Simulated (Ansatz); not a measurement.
Relaxation of Cl2FH4MgN (9 atoms, charge 0, multiplicity 1), to a largest force component of 0.03 eV/Å in at most 50 steps.

The calculation used RKS BLYP-D4/def2-SVP (Ansatz 0.2.0).

```xyz
9
Properties=species:S:1:pos:R:3
Mg -0.896 -1.348 -0.996
Cl 1.778 -1.526 1.586
Cl -1.001 -3.514 -1.457
H 0.667 1.643 0.619
N -0.955 0.713 -0.721
H 1.745 -0.207 1.594
F 1.334 1.888 1.211
H -0.868 1.281 -1.579
H -1.804 1.071 -0.257
```

Task: Where does it end, and by what steps?

Result: It converged. After 14 steps the energy has fallen by 2.792 eV; Mg1 moved furthest, 1.05 Å. Parted: Cl2–H6, H4–F7. Joined: Mg1–Cl2, H4–N5, H6–F7.

| step | energy less start (eV) | largest force component (eV/Å) | accepted |
| --- | --- | --- | --- |
| 0 | 0.0000 | 1.417 | yes |
| 1 | -0.3778 | 0.715 | yes |
| 2 | -0.7279 | 0.582 | yes |
| 3 | -1.0631 | 0.824 | yes |
| 4 | -1.3490 | 1.136 | yes |
| 5 | -1.7069 | 1.717 | yes |
| 6 | -2.3316 | 1.418 | yes |
| 7 | -2.6326 | 1.130 | yes |
| 8 | -2.6966 | 0.822 | yes |
| 9 | -2.7781 | 0.217 | yes |
| 10 | -2.7860 | 0.138 | yes |
| 11 | -2.7828 | 0.346 | no |
| 12 | -2.7904 | 0.104 | yes |
| 13 | -2.7879 | 0.346 | no |
| 14 | -2.7921 | 0.012 | yes |

```xyz
9
Properties=species:S:1:pos:R:3
Mg -0.131 -1.430 -0.280
Cl 1.448 -1.481 1.380
Cl -1.261 -2.762 -1.664
H -0.022 1.198 0.091
N -0.688 0.631 -0.480
H 1.546 0.538 1.378
F 1.397 1.474 1.171
H -0.649 0.985 -1.448
H -1.640 0.848 -0.147
```

Whether the end is a true minimum wasn't checked by a vibrational analysis.

Run time: 37 s on 2 threads of Arm Neoverse V1, with other jobs on the host, peak memory 0.15 GiB.
